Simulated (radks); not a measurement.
Values are calculated unless marked as measured or tabulated.
Spin polarisation of the 4p4 shell in the krypton ion Kr2+. Start: [Ar] 3d10 4s2 4p(up 2, down 2); electrons of 4p are moved from spin down to spin up, other shells keep equal spins. Code: a radial shooting solver on a logarithmic mesh with Libxc functionals. Model: scalar-relativistic Kohn-Sham, SCAN, spin-polarised, spherical densities, finite nucleus; meta-GGA in the generalised Kohn-Sham scheme; Fermi nuclear charge, rms radius of each element as measured or else 0.836 A^(1/3) + 0.57 fm.

moment (Bohr magnetons)  E - E(0) (eV)  e(4p up) (eV)  e(4p down) (eV)  4s down minus up (eV)  3d down minus up (eV)
0                                0.000        -31.368          -31.368                  0.000                  0.000
0.5                             -0.081        -31.684          -31.028                  0.698                  0.090
1                               -0.328        -31.974          -30.665                  1.381                  0.182
1.5                             -0.736        -32.242          -30.276                  2.061                  0.274
2                               -1.311        -32.490          -29.855                  2.744                  0.367

At moment 2 the spin-polarisation energy is -1.311 eV and the 4p exchange splitting 2.634 eV, that is 1.317 eV per Bohr magneton; E = -I m^2/4 would give I = 1.311 eV.
